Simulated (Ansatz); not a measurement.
Which is lower?

The two ends of one reaction step of GaH$_{3}$Cl$_{2}$O, singlet (PBE0-D4/def2-TZVP).

A:

Ga1  (0.528, -0.492, -0.553)
H2  (1.558, 0.502, -1.156)
Cl3  (-0.821, -1.607, -1.798)
Cl4  (0.963, -1.483, 1.338)
H5  (-0.499, 1.746, 0.473)
O6  (-0.820, 0.840, 0.399)
H7  (-0.909, 0.494, 1.297)
(Å)

B:

| atom | x (Å) | y (Å) | z (Å) |
| --- | --- | --- | --- |
| Ga1 | -0.3102 | -0.7183 | 0.0262 |
| H2 | 1.4753 | 1.0441 | -0.8384 |
| Cl3 | -0.6800 | -1.4439 | -1.9227 |
| Cl4 | 1.2773 | -1.5257 | 1.1888 |
| H5 | 0.8605 | 1.4724 | -0.7944 |
| O6 | -1.4199 | 0.4713 | 0.7163 |
| H7 | -1.2030 | 0.6999 | 1.6241 |

Ansatz 0.2.0; basis: def2-TZVPP; cores frozen in the correlated methods. Filled d shells of the heavier atoms are correlated. The def2 sets are not built for correlating such inner shells, so the correlated values are less sure here. B3LYP uses VWN-RPA correlation.

Question: Which structure is lower at CCSD(T), and by how much? (Judge from chemistry; the value comes from the calculation.)

Answer: The calculation gives: A, by 9.26 kcal/mol (electronic energy, against the other). By their contacts, A is GaH₃Cl₂O ([OH2][GaH]([Cl])[Cl]) and B is a complex of GaHCl₂O ([OH][Ga]([Cl])[Cl]) + H₂.

All methods give the same order:

```tsv
method	E(B) − E(A) (kcal/mol)
SPW92	14.23
PBE-D4	9.17
BLYP-D4	7.14
r2SCAN-D4	9.72
B97M-V	11.68
PBE0-D4	11.22
B3LYP-D4	9.22
r2SCAN0-D4	11.33
BHLYP-D4	11.29
CAM-B3LYP-D4	10.68
wB97X-V	10.25
wB97M-V	10.96
B2PLYP	8.60
PBE-QIDH	10.87
RPA on PBE	8.25
HF	11.07
MP2	8.09
CCSD	9.94
CCSD(T)	9.26
```

The T1 diagnostic stays at or below 0.012.

Labels in which every atom is bracketed show which atoms are joined, not bond orders.

For scale, one of the runs: CCSD(T)/def2-TZVPP, 205 basis functions, launched by `ansatz run in.yaml --threads 4 --pin off --events-out ev --progress --plain --max-ram 9574MiB`. Time: 62 s of wall clock on 4 CPU threads of an Arm Neoverse V2; the host was shared. Peak host memory: 2.6 GiB.
